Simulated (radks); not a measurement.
Species: Cd31+. Configuration: [Ne] 3s2 3p5. Method: Dirac Kohn-Sham, PBE, spin-unpolarised, spherical densities, point nucleus; open shells are shared between the two j in proportion to 2j + 1; computed with a radial shooting solver on a logarithmic mesh with Libxc functionals.

Normalised radial functions P(r) = r R(r) (large component), r in bohr:

```
   r/bohr * 2s1/2, o 2p3/2 (the largest magnitude, 2.9, reaches the edge; | marks zero, & curves that meet)
 0.002501                             o    *
 0.003129                             o     *
 0.003883                             o      *
 0.004858                             |o       *
 0.006029                             |o        *
 0.007483                             |o         *
 0.009362                             | o          *
  0.01162                             |  o         *
  0.01442                             |   o         *
  0.01804                             |     o      *
  0.02239                             |       o   *
  0.02779                             |        * o
  0.03477                             |   *         o
  0.04315                           * |                 o
  0.05398                   *         |                     o
    0.067           *                 |                        o
  0.08315     *                       |                          o
    0.104  *                          |                         o
   0.1291   *                         |                      o
   0.1602       *                     |                 o
   0.2005              *              |           o
   0.2488                     *       |      o
   0.3088                         *   |  o
   0.3863                            *|o
   0.4794                             &
   0.5998                             &
   0.7444                             &
   0.9239                             &
```

2s1/2: eigenvalue -5495.6 eV, 1 radial node at r = 0.0401 bohr, <r> = 0.130 bohr, 90 % of the charge inside 0.201 bohr. 2p3/2: eigenvalue -5042.4 eV, 0 radial nodes, <r> = 0.115 bohr, 90 % of the charge inside 0.186 bohr.
